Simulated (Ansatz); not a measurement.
Isolated molecules relaxed with PBE0-D4/def2-TZVP in Ansatz; ΔE leaves out vibrations. CBS: MP2 limit from def2 TZ/QZ plus the TZ coupled-cluster correction, frozen cores. Functionals use def2-TZVPP. B3LYP here is the variant with VWN-RPA as its local correlation; programs differ in this. One conformer a species, not always the lowest.

`C[SiH2]N[SiH2]Cl` + `CC(N)=O` → `CC(=O)N[SiH2]Cl` + `C[SiH2]N`  (ligand exchange at the Si–N bond)

```
             level  ΔE (kJ/mol)  difference from CCSD(T)/CBS
            PBE-D4         15.4                          3.9
         r2SCAN-D4         14.2                          2.7
           PBE0-D4         15.6                          4.1
          B3LYP-D4         17.3                          5.8
           ωB97X-V         13.3                          1.8
           ωB97M-V         12.4                          0.9
            B2PLYP         13.9                          2.4
               PBE         14.2                          2.7
              PBE0         14.3                          2.8
SCS-MP2/def2-TZVPP         12.4                          0.9
   CCSD/def2-TZVPP         12.4                          0.9
CCSD(T)/def2-TZVPP         11.7                          0.2
     HF/def2-QZVPP         16.3                          4.8
      HF/CBS(def2)         16.3                          4.8
     MP2/CBS(def2)         12.0                          0.5
    CCSD/CBS(def2)         12.3                          0.8
       CCSD(T)/CBS         11.5                            0
```

Largest T1 diagnostic among the species: 0.014.

In def2-TZVPP, CCSD(T) changes the Hartree–Fock value by −4.6 kJ/mol (the triples alone add −0.7 kJ/mol) and MP2 by −4.1 kJ/mol.
